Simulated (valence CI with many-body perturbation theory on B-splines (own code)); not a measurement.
## Tl LXIX: key properties

Level of theory: configuration interaction combined with many-body perturbation theory (CI+MBPT): three valence electrons over a frozen Dirac-Fock core [Ne], radial functions for each j: 9 s, 9 p, 8 d, 6 f, 3 g, 1 h, with the one-electron correlation potential Σ1 (screened to all orders), the two-electron term Σ2, the three-electron term Σ3, Breit, model QED; selected single and double excitations, second order for the rest, scaled by the run's own slope (own B-spline code, finite nucleus).

The last digits are not significant, and no measured levels were compared; by estimate large intervals hold to a few tenths of a per cent, small ones and those within an open d or f shell to about a per cent.

Levels are named by their leading jj configuration (3d3/2^4 stands for four electrons in 3d with j = 3/2), which in mixed levels can hold well under half, so a name can repeat and another be missing.

Rates and lifetimes use the calculated energies. Strong lines usually hold to 10 to 20 %, long lifetimes can be off by a factor of two.

Task: What is the ground level?

Result: (3s^2 3p1/2) J=1/2, composition 100 % 3s²3p ²P°, g = 0.642.

Task: Among levels below 1644.2 eV, which E1 lines absorb most strongly from the ground level?

Result: to (3s^2 3d3/2) J=3/2 at 1.502 nm, f = 0.553; to (3s 3p1/2 3p3/2) J=1/2 at 1.596 nm, f = 0.233; to (3s 3p1/2 3p3/2) J=3/2 at 1.622 nm, f = 0.118.

Task: What are the static dipole polarisabilities of the lowest levels?

Result: (3s^2 3p1/2) J=1/2 0.00172 bohr³, of which the core gives 2.92e-05.

Task: Name the longest-lived excited levels whose lifetime is computed, and their main decay.

Result: (3s 3p3/2 3d5/2) J=9/2 at 1641.8 eV lives 1.24 ns, mostly by M1 to (3s 3p1/2 3d5/2) J=7/2.

Task: How well does LS coupling describe the low levels?

Result: Among the lowest 20 levels the leading LS term, summed over configurations, holds 60 % on average. For single configurations the figures are 58 % in LS and 92 % in jj coupling. Terms mix most in the J = 3/2 level at 1018.1 eV, where the leading one holds 32 %.

Task: What is the ionisation energy?

Result: 8419 eV; NIST lists 8420 ± 50 eV (theoretical).

Task: Where does the other parity begin?

Result: At (3s 3p1/2^2) J=1/2, 194.7 eV.
